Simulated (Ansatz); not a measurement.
Consider the cleavage of the Si–Ga bond: `[SiH3][GaH][O][SbH2]` + `[OH][GeH]([F])[SH]` → `[OH][GeH]([F])[S][SiH3]` + `[GaH2][O][SbH2]`.

Isolated molecules relaxed with PBE0-D4/def2-TZVP in Ansatz; ΔE leaves out vibrations. CCSD(T)/CBS adds triple-zeta CCSD(T) − MP2 to the extrapolated MP2 energy (def2 sets, frozen cores). Functionals use def2-TZVPP. def2 core potentials past Kr. For Ga, Ge, Sb outer-core shells are correlated without core-valence functions, which leaves a few kJ/mol of doubt a bond. Scalar relativity is left out up to krypton. One conformer a species, not always the lowest.

```
             level  ΔE (kJ/mol)
            PBE-D4        -27.9
           PBE0-D4        -33.4
           ωB97X-V        -40.8
            B2PLYP        -38.9
               PBE        -27.1
   CCSD/def2-TZVPP        -37.3
CCSD(T)/def2-TZVPP        -36.5
      HF/CBS(def2)        -50.9
```

Question: What does CCSD(T)/CBS give? (Best estimate.)

Answer: Ansatz gave: -38.2 kJ/mol. The listed levels differ from it by 10.3, 4.8, -2.6, -0.7, 11.1, 0.9, 1.7, -12.7 kJ/mol.

Largest T1 diagnostic among the species: 0.016.

From PBE to PBE0 (25 % exact exchange), in def2-TZVPP and without D4, ΔE moves by −5.9 kJ/mol. In def2-TZVPP, CCSD(T) changes the Hartree–Fock value by +13.4 kJ/mol (the triples alone add +0.8 kJ/mol) and MP2 by +4.0 kJ/mol.

CCSD(T)/CBS has its own doubt, a few kJ/mol and more with outer-core shells, so smaller differences from it don't rank the levels.
